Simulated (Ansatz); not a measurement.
`CO[Si](O)([SiH3])Br` + HCl → `CO[Si](O)([SiH3])Cl` + HBr  (ligand exchange at the Si–Br bond)

Isolated molecules relaxed with PBE0-D4/def2-TZVP in Ansatz; ΔE leaves out vibrations. CCSD(T)/CBS adds triple-zeta CCSD(T) − MP2 to the extrapolated MP2 energy (def2 sets, frozen cores). This one scheme is used for every species. DFT in def2-TZVPP. B3LYP here is the variant with VWN-RPA as its local correlation; programs differ in this. For Br outer-core shells are correlated without core-valence functions, which leaves a few kJ/mol of doubt a bond. Scalar relativity is left out up to krypton. Each species was taken in one conformer, which may not be the lowest.

```csv
level,ΔE (kJ/mol),difference from CCSD(T)/CBS
PBE-D4,-2.5,-1.4
r2SCAN-D4,-4.3,-3.2
PBE0-D4,-2.4,-1.3
ωB97M-V,-4.5,-3.4
B2PLYP,-5.1,-4.0
r2SCAN,-4.5,-3.4
B3LYP,-6.6,-5.5
HF/def2-TZVPP,-6.6,-5.5
MP2/def2-TZVPP,-1.6,-0.5
SCS-MP2/def2-TZVPP,-3.3,-2.2
CCSD/def2-TZVPP,-3.8,-2.7
CCSD(T)/def2-TZVPP,-3.3,-2.2
MP2/def2-QZVPP,-0.5,0.6
SCS-MP2/def2-QZVPP,-2.5,-1.4
HF/CBS(def2),-7.2,-6.1
MP2/CBS(def2),0.6,1.7
CCSD(T)/CBS,-1.1,0
```

Largest T1 diagnostic among the species: 0.012.

In def2-TZVPP, CCSD(T) changes the Hartree–Fock value by +3.3 kJ/mol (the triples alone add +0.5 kJ/mol) and MP2 by +5.1 kJ/mol.
